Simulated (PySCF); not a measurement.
Adding and removing an electron: PbBr

PBE; Pb cc-pVDZ-PP with ECP60, Br cc-pVDZ-PP with ECP10; scalar-relativistic core potentials (PySCF 2.14). Neutral (UKS): doublet (π ↑), Re = 2.652 Å, ωe = 204 cm⁻¹, De = 3.51 eV, HOMO -3.88 eV, LUMO -3.83 eV.

PbBr⁺ (UKS): singlet (closed shell), Re = 2.537 Å, ωe = 248 cm⁻¹. The energies at the minima are -609.77196 hartree for PbBr and -609.52677 for PbBr⁺.

Question: Work out the adiabatic ionisation energy, without and with harmonic zero-point energies (1 hartree = 27.2114 eV, 1 eV = 8065.5 cm⁻¹), and the change of the bond length.

Answer: At PBE: 0.24519 hartree = 6.672 eV between the minima; the zero-point term (248.0 − 204.0)/2 cm⁻¹ = +0.003 eV makes it 6.675 eV. Re changes by -11.5 pm against the neutral. The electron leaves a π orbital; in so polar a molecule the change of length follows mostly from the change of the ionic charges.

These are scalar-relativistic numbers at best; spin–orbit coupling would shift them, the dissociation energy most. States were picked by a PBE0 search and need not be the measured ground states.
